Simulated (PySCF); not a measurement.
C₂HCl₂, SMILES C(Cl)=[C]Cl, multiplicity 2.

The structure is a stationary point at B3LYP-D3(BJ)/def2-SVP. The isomer is the one that the SMILES or the coordinates give; other isomers of the formula were not compared.

Level of theory: SMD-PBE0/6-31G* (PySCF).

Solvation free energies are E(SMD) − E(gas) at the gas-phase geometry, for 1 M in both phases. In vacuum the dipole moment is 0.89 D.

Question: Rank water, dichloromethane, acetonitrile by solvation free energy, most negative first.

Answer: dichloromethane (-2.7 kcal/mol), acetonitrile (-2.1 kcal/mol), water (1.3 kcal/mol)
